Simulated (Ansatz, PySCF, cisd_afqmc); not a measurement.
Species: Se2, charge 0, triplet. Se2 (SMILES [Se]=[Se], triplet).
B3LYP-D3(BJ)/def2-TZVP minimum from Ansatz (a quantum-chemistry and plane-wave program):
```
Se
Se 1 2.1882
```
Charge 0, spin multiplicity 3.

Atomisation energy term by term, kcal/mol (programs: Ansatz, cisd_afqmc). Radicals and triplets start from unrestricted determinants; spin-orbit coupling is neglected. Cores are frozen in correlated methods (noble-gas shells, and filled d and f shells in the p block). No relativity. AFQMC/CISD: phaseless, guided by CISD from CCSD amplitudes; bars are statistical, one sigma. Outlying blocks are dropped, and bars are widened where a walk drifts. Over all cases where full CI ran beside it in this data, AFQMC minus full CI had a median of +0.1 mEh and passed +0.4 mEh in a tenth of the cases. CBS(X,Y): correlation extrapolated as X^-3, Hartree-Fock from the larger set (Q,5: extrapolated as (X+1)exp(-9√X)). A bracket is a step between two methods taken in the basis named. The UHF reference of Se2 ([Se]=[Se], triplet) is spin-contaminated (<S^2> up to 0.05 over the pure value in the sets run). The determinant of Se2 ([Se]=[Se], triplet) is a saddle point of the SCF energy; a lower one exists, which strains HF and MP2.

```json
[
 {"term": "Hartree-Fock", "basis": "CBS(cc-pVQZ,cc-pV5Z)", "kcal/mol": "32.25"},
 {"term": "CCSD correlation", "basis": "CBS(cc-pVQZ,cc-pV5Z)", "kcal/mol": "43.21"},
 {"term": "(T)", "basis": "CBS(cc-pVQZ,cc-pV5Z)", "kcal/mol": "6.95"},
 {"term": "CCSDT(Q) - CCSD(T)", "basis": "cc-pVQZ", "kcal/mol": "0.64"},
 {"term": "CCSDTQ - CCSDT(Q)", "basis": "cc-pVDZ", "kcal/mol": "-0.03"},
 {"term": "minus zero-point energy", "basis": "Hessian by PySCF at B3LYP-D3(BJ)/def2-TZVP", "kcal/mol": "-0.55"},
 {"term": "sum: D0", "basis": "", "kcal/mol": "82.5"}
]
```

The step beyond CCSD(T) by other levels: CCSDTQ in cc-pVDZ 0.71; AFQMC/CISD in cc-pVDZ -0.07 ± 0.26; CCSDT(Q) in cc-pVDZ 0.74; CCSDT(Q) in cc-pVTZ 0.63 kcal/mol.
